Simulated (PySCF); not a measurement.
A series of related molecules.

All values: CAM-B3LYP/def2-SVPD (PySCF) at GFN2-xTB geometries, gas phase, one conformer each. Core orbitals are frozen in the response; Δα² is half the sum of the squared differences of the principal polarisabilities.

**Question.** Rank by polarisability anisotropy Δα, lowest first.
A. `[O:1]=[C:2]([Cl:3])[c:4]1[cH:5][c:6]([SiH3:7])[cH:8][o:9]1` with O1–C2–C4–C5 0°
B. `[CH:1]#[C:2][c:3]1[cH:4][o:5][c:6]([C:7](=[O:8])[Cl:9])[cH:10]1` with O5–C6–C7–O8 180°
C. `[O:1]=[C:2]([Cl:3])[c:4]1[cH:5][c:6]([Cl:7])[cH:8][o:9]1` with O1–C2–C4–C5 0°
D. `[O:1]=[C:2]([Cl:3])[c:4]1[cH:5][cH:6][c:7]([SiH3:8])[o:9]1` with O1–C2–C4–C5 0°
E. `[CH3:1][c:2]1[cH:3][o:4][c:5]([C:6](=[O:7])[Cl:8])[cH:9]1` with O4–C5–C6–O7 179°

**Answer.** E (9.48 Å³), D (9.93 Å³), C (10.40 Å³), A (10.76 Å³), B (13.89 Å³).

**Question.** Rank by HOMO–LUMO gap, lowest first.
A. `CC1=COC(C(=O)Cl)=C1`
B. `O=C(Cl)c1cc([SiH3])co1`
C. `C#CC1=COC(C(=O)Cl)=C1`

**Answer.** C (7.35 eV), A (7.54 eV), B (7.67 eV).

All values together:

| SMILES | formula | μ (D) | HOMO (eV) | LUMO (eV) | α (Å³) | Δα (Å³) | electrons | α per electron (Å³) |
| --- | --- | --- | --- | --- | --- | --- | --- | --- |
| O=C(Cl)c1cc([SiH3])co1 | C5H5ClO2Si | 4.38 | -8.90 | -1.23 | 16.02 | 10.76 | 82 | 0.195 |
| O=C(Cl)c1cc(Cl)co1 | C5H2Cl2O2 | 3.07 | -8.95 | -1.44 | 13.99 | 10.40 | 82 | 0.171 |
| O=C(Cl)c1ccc([SiH3])o1 | C5H5ClO2Si | 4.57 | -8.77 | -1.30 | 16.14 | 9.93 | 82 | 0.197 |
| Cc1coc(C(=O)Cl)c1 | C6H5ClO2 | 4.97 | -8.65 | -1.11 | 13.81 | 9.48 | 74 | 0.187 |
| C#Cc1coc(C(=O)Cl)c1 | C7H3ClO2 | 4.03 | -8.69 | -1.35 | 15.63 | 13.89 | 78 | 0.200 |

Conformers: `[O:1]=[C:2]([Cl:3])[c:4]1[cH:5][c:6]([SiH3:7])[cH:8][o:9]1` with O1–C2–C4–C5 0°; `[O:1]=[C:2]([Cl:3])[c:4]1[cH:5][c:6]([Cl:7])[cH:8][o:9]1` with O1–C2–C4–C5 0°; `[O:1]=[C:2]([Cl:3])[c:4]1[cH:5][cH:6][c:7]([SiH3:8])[o:9]1` with O1–C2–C4–C5 0°; `[CH3:1][c:2]1[cH:3][o:4][c:5]([C:6](=[O:7])[Cl:8])[cH:9]1` with O4–C5–C6–O7 179°; `[CH:1]#[C:2][c:3]1[cH:4][o:5][c:6]([C:7](=[O:8])[Cl:9])[cH:10]1` with O5–C6–C7–O8 180°.
